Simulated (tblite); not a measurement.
Species: C4H10F2SSi.
Numbering: `[CH3:1][C@H:2]([CH2:3][CH:4]([F:5])[F:6])[S:7][SiH3:8]` (hydrogens: H9, H10, H11 on C1; H12 on C2; H13, H14 on C3; H15 on C4; H16, H17, H18 on Si8)

The geometry is computed with GFN2-xTB (gas phase).

Q: What internal coordinates does the optimisation give?

A: 
| bond | length (Å) | order |
| --- | --- | --- |
| C1–C2 | 1.519 | single |
| C2–C3 | 1.525 | single |
| C3–C4 | 1.518 | single |
| C4–F5 | 1.359 | single |
| C4–F6 | 1.355 | single |
| C2–S7 | 1.849 | single |
| S7–Si8 | 2.144 | single |
| C1–H9, C1–H10, C1–H11 | 1.088 | single |
| C2–H12 | 1.093 | single |
| C3–H13 | 1.093 | single |
| C3–H14 | 1.091 | single |
| C4–H15 | 1.100 | single |
| Si8–H16 | 1.460 | single |
| Si8–H17, Si8–H18 | 1.454 | single |

Bonds in one row agree within 0.01 Å and their mean is given. Orders are formal, as drawn. A selection of angles:
| angle | degrees |
| --- | --- |
| C1–C2–C3 | 111.4 |
| C1–C2–S7 | 109.9 |
| C3–C2–S7 | 108.5 |
| C2–C3–C4 | 111.7 |
| C3–C4–F5 | 110.7 |
| C3–C4–F6 | 110.7 |
| F5–C4–F6 | 105.9 |
| C2–S7–Si8 | 101.7 |

Torsions: C1–C2–C3–C4 174° (antiperiplanar); C2–C3–C4–F5 -65° (synclinal); C1–C2–S7–Si8 -87° (synclinal).

Si8 (SiH3 silicon) is distorted tetrahedral (angles from 102.9° to 114.3°). Of the pairs four or more bonds apart, S7···H15 is among the closest relative to their van der Waals radii: 2.75 Å, 92 % of the sum of Bondi's values.

Point group: C1 (no symmetry element, even within 0.4 Å). Its GFN2-xTB frequencies are all real (lowest 17 cm⁻¹). One conformer, not necessarily the lowest. 3 starts were optimised and ended at 0.00, 1.45 and 2.38 kcal/mol (GFN2-xTB); the lowest of these is shown.
